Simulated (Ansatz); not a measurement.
`[CH3][Sb]([NH2])[SH]` → C• + 6 H• + N• + S• + Sb•  (atomization)

Gas-phase electronic energies from Ansatz, PBE0-D4/def2-TZVP geometries. CCSD(T)/CBS is the MP2 limit (def2-TZVPP, def2-QZVPP) plus CCSD(T) − MP2 in def2-TZVPP, frozen cores. This one scheme is used for every species, atoms too. DFT in def2-TZVPP. B3LYP here is the variant with VWN-RPA as its local correlation; programs differ in this. No spin–orbit coupling; open shells (•) take unrestricted orbitals. Spin–orbit coupling would lower the free atoms: a little for C, S. Elements past krypton have def2 core potentials. Bonds to Sb are less sure, by a few kJ/mol each and by 10 to 20 or more in all where they break to atoms, as the def2 sets lack core-valence functions. One conformer a species, not always the lowest.

Question: What is ΔE at CCSD(T)/CBS? (Best estimate.)

Answer: Ansatz gave: +3196.9 kJ/mol.

Question: What do these levels give: PBE-D4, B3LYP-D4, ωB97X-V, B2PLYP, r2SCAN, B3LYP, HF/def2-TZVPP, SCS-MP2/def2-TZVPP, CCSD/def2-TZVPP, MP2/def2-QZVPP, SCS-MP2/def2-QZVPP, CCSD/CBS(def2)? (Best estimate.)

Answer: Computed: PBE-D4 3252.7, B3LYP-D4 3201.3, ωB97X-V 3210.2, B2PLYP 3139.0, r2SCAN 3166.2, B3LYP 3161.3, HF/def2-TZVPP 2125.1, SCS-MP2/def2-TZVPP 3101.4, CCSD/def2-TZVPP 3018.1, MP2/def2-QZVPP 3158.6, SCS-MP2/def2-QZVPP 3182.5, CCSD/CBS(def2) 3138.4 kJ/mol.

Largest T1 diagnostic among the species: 0.013.

In def2-TZVPP, CCSD(T) changes the Hartree–Fock value by +951.5 kJ/mol (the triples alone add +58.5 kJ/mol) and MP2 by +961.1 kJ/mol; breaking electron pairs costs correlation energy, which Hartree–Fock lacks. The D4 term adds +40.0 kJ/mol with B3LYP and +20.9 kJ/mol with PBE0; it sums over pairs of atoms, weighted by their polarisabilities, and B3LYP, whose exchange is more repulsive, gets the larger term. From PBE to PBE0 (25 % exact exchange), in def2-TZVPP and without D4, ΔE moves by −72.2 kJ/mol: exact exchange takes away binding that semilocal exchange gives to molecules.

For atomizations the MP2-based limit and the directly extrapolated one differ by several kJ/mol either way, and by 10 to 25 for some Ge, Se and Sn compounds, so smaller differences from it don't rank the levels.
